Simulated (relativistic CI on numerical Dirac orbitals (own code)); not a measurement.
Fe²⁺ (3d6) in a crystal field

Calculated by Dirac-Coulomb-Breit CI, KLI orbitals optimised for each configuration, model QED (radiative potential, 1s self-energy scaled to tabulated hydrogen-like ionisation energies), valence Slater integrals scaled by 0.75, one configuration in a parametric crystal field (own radial code).

Field parameters in Wybourne normalisation: D3d B²₀ = −7Dσ, B⁴₀ = −14Dq − 21Dτ, B⁴₃ = −14√(10/7) Dq; D4h B²₀ = −7Ds, B⁴₀ = 21(Dq − Dt), B⁴₄ = 21√(5/14) Dq; Oh B⁴₀ = 21Dq, B⁴₄ = √(5/14) B⁴₀; Td as Oh with Dq negative (B⁴₀ = 21Dq, B⁴₄ = √(5/14) B⁴₀). The field is a parameter set, without covalency.

S is read from ⟨S²⟩ = S(S + 1).

Powder χT (cm³ K mol⁻¹) by Van Vleck's formula, with temperature-independent terms:

```csv
Field,2 K,5 K,10 K,20 K,50 K,100 K,200 K,300 K
"D3d, 10Dq = 15400, Dσ = -60, Dτ = 220 cm⁻¹",0.000632,0.00158,0.00316,0.00632,0.0158,0.0316,0.0632,0.0949
"D4h, 10Dq = 9450, Ds = 1120, Dt = 700 cm⁻¹",0.627,1.55,2.66,3.4,3.93,4.28,4.39,4.31
"Oh, 10Dq = 13550 cm⁻¹",3.14,3.17,3.24,3.36,3.73,4.08,4.14,4.01
"Oh, 10Dq = 14300 cm⁻¹",0.000845,0.00211,0.00422,0.00845,0.0211,0.0567,0.611,1.57
"Oh, 10Dq = 16000 cm⁻¹",0.000644,0.00161,0.00322,0.00644,0.0161,0.0322,0.0644,0.0967
"Oh, 10Dq = 16900 cm⁻¹",0.000605,0.00151,0.00302,0.00605,0.0151,0.0302,0.0605,0.0907
"Oh, 10Dq = 25250 cm⁻¹",0.000385,0.000963,0.00193,0.00385,0.00963,0.0193,0.0385,0.0578
"Td, 10Dq = -8600 cm⁻¹",0.685,1.63,2.47,2.93,3.13,3.16,3.18,3.19
```

(1) For Oh, 10Dq = 13550 cm⁻¹: what effective moment follows at 300 K?

## Answers

(1) μ_eff = √(8χT) = 5.66 μB. The ground level has S = 2.00; the spin-only moment for S = 2 is 4.90 μB. The difference comes from the orbital moment, spin-orbit mixing of terms and temperature-independent paramagnetism, all larger in this ionic model than in covalent complexes.
